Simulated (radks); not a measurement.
Q: Valence configurations of O (all share [He]). Calculated with a radial shooting solver on a logarithmic mesh with Libxc functionals: scalar-relativistic Kohn-Sham, r2SCAN, spin-polarised, spherical densities, finite nucleus; open shells are filled with parallel spins first; meta-GGA in the generalised Kohn-Sham scheme; Fermi nuclear charge, rms radius 2.6991 fm. Order these by energy: 2p6; 2s0.5 2p5.5; 2s1 2p5; 2s1.5 2p4.5; 2s2 2p4.

A: From the lowest, in eV above it: 2s2 2p4 0.000; 2s1.5 2p4.5 7.942; 2s1 2p5 15.738; 2s0.5 2p5.5 25.488; 2p6 34.068. NIST lists [He] 2s2 2p4 as the ground configuration; this level of theory agrees among the configurations tried. The energies are those of spherical high-spin densities, not of single terms.
